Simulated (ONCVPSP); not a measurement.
Transferability test, ONCV potential for Zn

Zn, optimised norm-conserving Vanderbilt (ONCV), made with ONCVPSP 4.0.1 (LDA (Perdew-Wang 92), scalar-relativistic). Core [Ne], reference 3s2 3p6 3d10 4s2. Waves: 3s+4s: rc 1.25 bohr, ncon 4, nbas 7, qcut 7.3 1/bohr, 2 projectors; 3p: rc 0.80 bohr, ncon 4, nbas 8, qcut 16.2 1/bohr, 1 projector; 3d: rc 0.90 bohr, ncon 4, nbas 8, qcut 15.9 1/bohr, 2 projectors, debl 1 Ha. Local part: polynomial inside 0.75 bohr (lpopt 5, dvloc0 0 Ha). Core correction: Teter function fitted to the true core (icmod 2), fcfact 0.55.

Energies are relative to the spin-unpolarised reference configuration 3s2 3p6 3d10 4s2; without spin polarisation the order of configurations can differ from experiment.

Question: Give the all-electron excitation energy and the error of the potential for: 3s2 3p6 3d10 4s1; 3s2 3p6 3d10 4s0; 3s2 3p6 3d9 4s0; 3s2 3p6 3d9 4s2.

Answer:

```tsv
valence configuration	charge	ΔE all-electron (eV)	error AE − PS (meV)
3s2 3p6 3d10 4s1	+1	10.184	-0.4
3s2 3p6 3d10 4s0	+2	28.947	-0.1
3s2 3p6 3d9 4s0	+3	69.844	-10
3s2 3p6 3d9 4s2	+1	18.209	+4.2
```

Levels in the configuration 3s2 3p6 3d9 4s2:

```
level  all-electron (eV)  pseudo (eV)
   3s           -145.783     -145.842
   3p           -100.254     -100.273
   3d            -26.639      -26.622
   4s            -16.200      -16.203
```
